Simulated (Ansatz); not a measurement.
Mulliken charges of `N=C[SiH](O)Br` from r2SCAN/def2-TZVPP in Ansatz (PBE0-D4/def2-TZVP geometry).

```csv
atom,x (Å),y (Å),z (Å),charge (e)
N1,0.739,0.930,1.595,-0.268
C2,0.587,1.047,0.340,-0.047
Si3,-0.444,-0.139,-0.695,0.594
O4,-0.934,-1.384,0.245,-0.414
Br5,0.832,-0.854,-2.368,-0.233
H6,0.229,0.116,1.950,0.158
H7,1.093,1.892,-0.142,0.063
H8,-1.649,0.497,-1.266,-0.069
H9,-0.365,-2.152,0.324,0.216
```

Problem. By hand: the dipole of these point charges (1 e Å = 4.8032 D).

Solution. Σ q r = (-0.157, 0.029, 0.051) e Å, of length 0.168 e Å = 0.81 D.

Problem. How does the dipole of the full density compare? (Best estimate.)

Solution. The calculation gave: (-0.097, -0.244, -0.074) e Å, 1.31 D; the point charges give 0.62 times that, at 85° from its direction.

Point charges leave out the atoms' own dipoles, such as those of lone pairs, and Mulliken's split depends on the basis, so the two needn't agree.
